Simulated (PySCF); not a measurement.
Compound: C6H9F.
Atom-mapped SMILES: `[CH2:1]=[C:2]([CH3:3])/[CH:4]=[CH:5]/[CH2:6][F:7]` (hydrogens: H8, H9 on C1; H10, H11, H12 on C3; H13 on C4; H14 on C5; H15, H16 on C6)

Level: wB97X-D/def2-SVPD in PySCF, non-relativistic, on one gas-phase PBE0-D3(BJ)/def2-SVP geometry that isn't relaxed in the solvent. The solvent is an IEF-PCM continuum (van der Waals radii × 1.2), and excitations are vertical TDDFT with non-equilibrium linear response and a frozen core. The model holds no explicit solvent molecules, cavitation or dispersion.

Gas-phase singlets (H = HOMO, L = LUMO):

```json
{"state": "S1", "E (eV)": "5.766", "λ (nm)": "215", "f": "0.724", "leading configurations": "H→L 98%"}
{"state": "S2", "E (eV)": "6.750", "λ (nm)": "184", "f": "0.000", "leading configurations": "H→L+1 89%"}
{"state": "S3", "E (eV)": "7.262", "λ (nm)": "171", "f": "0.012", "leading configurations": "H→L+2 62%, H→L+3 26%"}
{"state": "S4", "E (eV)": "7.295", "λ (nm)": "170", "f": "0.003", "leading configurations": "H-1→L 73%, H→L+4 24%"}
{"state": "S5", "E (eV)": "7.434", "λ (nm)": "167", "f": "0.003", "leading configurations": "H-2→L 89%"}
```

Q: How does the list change in chloroform (ε = 4.711)?

A: 
```
state  E (eV)  λ (nm)      f           leading configurations  change by rank (eV)
   S1   5.541     224  0.861                          H→L 98%               -0.225
   S2   6.728     184  0.000                        H→L+1 88%               -0.022
   S3   7.280     170  0.007             H-1→L 80%, H→L+4 18%               +0.018
   S4   7.362     168  0.007  H-2→L 44%, H→L+2 23%, H→L+3 23%               +0.067
   S5   7.409     167  0.020  H-2→L 48%, H→L+2 25%, H→L+3 18%               -0.025
```

Q: The ground-state energy changes by -0.126 eV from gas to chloroform. By how much does the total energy of gas-phase S1 change?

A: E(S1) = E(S0) + excitation energy, so it changes by -0.126 − 0.225 = -0.351 eV: it is lowered more than the ground state, which is what a red shift means. This is the vertical state, with the slow part of the continuum still set for S0.

Q: How do the frontier levels move from gas to chloroform?

A: 
```json
{"orbital": "LUMO+2", "gas (eV)": "2.79", "solvent (eV)": "2.94", "change (eV)": "+0.15", "Löwdin shares, gas": "C6 18 %, C1 17 %, H16 10 %, H15 10 %", "Löwdin shares, solvent": "C6 23 %, C1 15 %, H16 9 %, H15 9 %"}
{"orbital": "LUMO+1", "gas (eV)": "2.33", "solvent (eV)": "2.44", "change (eV)": "+0.11", "Löwdin shares, gas": "C3 17 %, C6 12 %, C5 12 %, C1 9 %", "Löwdin shares, solvent": "C3 14 %, C6 13 %, C1 12 %, C5 10 %"}
{"orbital": "LUMO", "gas (eV)": "0.92", "solvent (eV)": "0.98", "change (eV)": "+0.06", "Löwdin shares, gas": "C1 24 %, C5 21 %, C2 16 %, C4 15 %", "Löwdin shares, solvent": "C1 24 %, C5 22 %, C2 17 %, C4 15 %"}
{"orbital": "HOMO", "gas (eV)": "-8.37", "solvent (eV)": "-8.33", "change (eV)": "+0.04", "Löwdin shares, gas": "C1 26 %, C5 21 %, C2 18 %, C4 16 %", "Löwdin shares, solvent": "C1 26 %, C5 21 %, C2 18 %, C4 16 %"}
{"orbital": "HOMO-1", "gas (eV)": "-10.63", "solvent (eV)": "-10.58", "change (eV)": "+0.05", "Löwdin shares, gas": "C4 23 %, C2 20 %, C5 12 %, C1 12 %", "Löwdin shares, solvent": "C4 22 %, C2 20 %, C1 12 %, C5 12 %"}
{"orbital": "HOMO-2", "gas (eV)": "-11.56", "solvent (eV)": "-11.48", "change (eV)": "+0.08", "Löwdin shares, gas": "C4 15 %, C2 15 %, C5 11 %, C3 10 %", "Löwdin shares, solvent": "C2 16 %, C4 16 %, C3 11 %, C5 11 %"}
{"orbital": "HOMO-3", "gas (eV)": "-12.11", "solvent (eV)": "-12.06", "change (eV)": "+0.05", "Löwdin shares, gas": "F7 30 %, C6 11 %, C3 10 %, C5 10 %", "Löwdin shares, solvent": "F7 25 %, C3 11 %, C6 11 %, C2 11 %"}
```

The HOMO–LUMO gap goes from 9.30 to 9.31 eV.

The run took 68 s on one thread, Arm Neoverse N1 (aarch64), on a shared host, and the process peaked at 0.99 GiB of memory. This is the whole response run at wB97X-D/def2-SVPD in chloroform, SCF included.

The values belong to the conformer `[CH2:1]=[C:2]([CH3:3])/[CH:4]=[CH:5]/[CH2:6][F:7]`: C1–C2–C4–C5 180°, C4–C5–C6–F7 0°.

The pairwise dispersion term of wB97X-D wasn't added to the energies; at a given geometry it leaves orbitals and properties as they are.
